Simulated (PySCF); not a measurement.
MgCl, SMILES [Mg+][Cl], charge +1. Atoms are numbered in the order given.

```xyz
2

Mg     0.0000     0.0000    -1.2357
Cl     0.0000     0.0000     0.8723
```
Charge +1, spin multiplicity 1.

Geometry optimised at PBE0-D3(BJ)/def2-TZVPD. The spin state was assumed, not searched.

Method: PBE/def2-TZVPD in PySCF.

Mulliken values depend strongly on the basis, most of all with diffuse functions as here. ESP charges are fitted to the potential on shells at 1.4 to 2.0 van der Waals radii. Atomic charges (e):

```json
[
 {"atom": "Mg1", "ESP fit": "1.37", "Mulliken": "1.09"},
 {"atom": "Cl2", "ESP fit": "-0.37", "Mulliken": "-0.09"}
]
```
